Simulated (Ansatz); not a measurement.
Geometry optimisation, Ansatz 0.2.0, RKS PBE/6-31G*.

input.yaml

```yaml
crystal:
  periodic: [false, false, false]
  atoms:
    - { symbol: C, position_ang: [-0.7743, -1.8615, 0.3881] }
    - { symbol: C, position_ang: [0.2356, -0.8451, -0.1563] }
    - { symbol: C, position_ang: [1.3025, -0.6196, 0.8874] }
    - { symbol: C, position_ang: [-0.3295, 0.4882, -0.6753] }
    - { symbol: C, position_ang: [0.5987, 1.3324, -1.4686] }
    - { symbol: Al, position_ang: [-1.3293, 1.6314, 0.7285] }
    - { symbol: H, position_ang: [-1.5805, -1.9873, -0.3869] }
    - { symbol: H, position_ang: [-1.2622, -1.4061, 1.2914] }
    - { symbol: H, position_ang: [-0.3519, -2.7792, 0.6566] }
    - { symbol: H, position_ang: [0.7213, -1.3439, -1.0013] }
    - { symbol: H, position_ang: [1.7667, -1.5962, 1.2187] }
    - { symbol: H, position_ang: [0.9452, -0.1275, 1.828] }
    - { symbol: H, position_ang: [2.1075, 0.0295, 0.4781] }
    - { symbol: H, position_ang: [-2.21896, 1.55973, -0.52648] }
    - { symbol: H, position_ang: [0.0632, 2.1548, -1.9584] }
    - { symbol: H, position_ang: [1.1145, 0.7677, -2.2102] }
    - { symbol: H, position_ang: [1.371, 1.8078, -0.7756] }
    - { symbol: H, position_ang: [-2.0906, 2.9731, 0.3085] }
    - { symbol: H, position_ang: [-1.3118, 1.1609, 2.271] }
basis:
  gaussian: { orbitals: "6-31G*" }
hamiltonian:
  xc: pbe
relax:
  f_tol: 0.02
  max_steps: 50
```

Run as:

```bash
$ ansatz run input.yaml --threads 2 --pin off --max-ram 3072MiB --backend cpu --events-out ev --progress --plain --runs-dir out
```

**Question.** Where does it end, and by what steps?

**Answer.** The forces met the threshold. The force dipped under the threshold on the way, but the program's further checks kept it going. After 26 steps the energy has fallen by 4.302 eV; H14 moved furthest, 1.70 Å. Parted: Al6–H14. Joined: C4–H14.

```json
{"step": "0", "energy less start (eV)": "0.0000", "largest force component (eV/Å)": "4.610", "accepted": "yes"}
{"step": "1", "energy less start (eV)": "-1.1809", "largest force component (eV/Å)": "1.415", "accepted": "yes"}
{"step": "2", "energy less start (eV)": "-1.7207", "largest force component (eV/Å)": "0.987", "accepted": "yes"}
{"step": "3", "energy less start (eV)": "-2.0557", "largest force component (eV/Å)": "0.744", "accepted": "yes"}
{"step": "4", "energy less start (eV)": "-2.3028", "largest force component (eV/Å)": "0.578", "accepted": "yes"}
{"step": "5", "energy less start (eV)": "-2.5315", "largest force component (eV/Å)": "0.903", "accepted": "yes"}
{"step": "6", "energy less start (eV)": "-2.8413", "largest force component (eV/Å)": "1.647", "accepted": "yes"}
{"step": "7", "energy less start (eV)": "-3.3073", "largest force component (eV/Å)": "2.412", "accepted": "yes"}
{"step": "8", "energy less start (eV)": "-3.8378", "largest force component (eV/Å)": "2.481", "accepted": "yes"}
{"step": "9", "energy less start (eV)": "-4.0027", "largest force component (eV/Å)": "3.252", "accepted": "yes"}
{"step": "10", "energy less start (eV)": "-4.2251", "largest force component (eV/Å)": "0.453", "accepted": "yes"}
{"step": "11", "energy less start (eV)": "-4.2625", "largest force component (eV/Å)": "0.422", "accepted": "yes"}
{"step": "12", "energy less start (eV)": "-4.2839", "largest force component (eV/Å)": "0.274", "accepted": "yes"}
{"step": "13", "energy less start (eV)": "-4.2966", "largest force component (eV/Å)": "0.080", "accepted": "yes"}
{"step": "14", "energy less start (eV)": "-4.2974", "largest force component (eV/Å)": "0.121", "accepted": "yes"}
{"step": "15", "energy less start (eV)": "-4.3000", "largest force component (eV/Å)": "0.073", "accepted": "yes"}
{"step": "16", "energy less start (eV)": "-4.3008", "largest force component (eV/Å)": "0.035", "accepted": "yes"}
{"step": "17", "energy less start (eV)": "-4.3011", "largest force component (eV/Å)": "0.021", "accepted": "yes"}
{"step": "18", "energy less start (eV)": "-4.3010", "largest force component (eV/Å)": "0.033", "accepted": "no"}
{"step": "19", "energy less start (eV)": "-4.3011", "largest force component (eV/Å)": "0.004", "accepted": "yes"}
{"step": "20", "energy less start (eV)": "-4.3012", "largest force component (eV/Å)": "0.013", "accepted": "yes"}
{"step": "21", "energy less start (eV)": "-4.3013", "largest force component (eV/Å)": "0.020", "accepted": "yes"}
{"step": "22", "energy less start (eV)": "-4.3014", "largest force component (eV/Å)": "0.026", "accepted": "yes"}
{"step": "23", "energy less start (eV)": "-4.3015", "largest force component (eV/Å)": "0.025", "accepted": "yes"}
{"step": "24", "energy less start (eV)": "-4.3015", "largest force component (eV/Å)": "0.040", "accepted": "no"}
{"step": "25", "energy less start (eV)": "-4.3016", "largest force component (eV/Å)": "0.019", "accepted": "yes"}
{"step": "26", "energy less start (eV)": "-4.3017", "largest force component (eV/Å)": "0.011", "accepted": "yes"}
```

```xyz
19
Properties=species:S:1:pos:R:3
C -0.892 -1.731 0.429
C 0.175 -0.776 -0.128
C 1.315 -0.591 0.888
C -0.450 0.568 -0.576
C 0.509 1.432 -1.426
Al -1.286 1.665 0.869
H -1.701 -1.903 -0.304
H -1.349 -1.324 1.351
H -0.457 -2.714 0.686
H 0.613 -1.256 -1.031
H 1.778 -1.559 1.149
H 0.934 -0.146 1.829
H 2.114 0.064 0.501
H -1.311 0.316 -1.238
H 0.008 2.333 -1.822
H 0.897 0.863 -2.295
H 1.390 1.778 -0.855
H -1.850 3.121 0.467
H -1.458 1.201 2.402
```

Whether the end is a true minimum wasn't checked by a vibrational analysis.

Run time: 110 s on 2 threads of Arm Neoverse V1 (shared host), peak memory 0.18 GiB.
